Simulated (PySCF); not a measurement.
C3H5FSi, SMILES FC=C=C[SiH3]. Coordinates come from a PBE-D3(BJ)/def2-SVP optimisation. This is a generated structure with no PubChem entry under its InChIKey; it may be hypothetical.

Give the equilibrium geometry at PBE-D3(BJ)/def2-SVP (PySCF confirms it by a frequency run) as Cartesian coordinates in Å. (An estimate is asked for; the answer gives what the named calculation found.)


```xyz
10

F      2.6858     0.1404    -0.6570
C      1.6348     0.9065    -0.2901
C      0.5775     0.4326     0.3445
C     -0.5190    -0.0101     0.9296
Si    -2.0176    -0.6281    -0.0420
H      1.7531     1.9690    -0.5641
H     -0.5662    -0.0287     2.0382
H     -3.2322     0.1821     0.3265
H     -2.2968    -2.0653     0.3086
H     -1.7438    -0.5011    -1.5120
```
Charge 0, spin multiplicity 1.
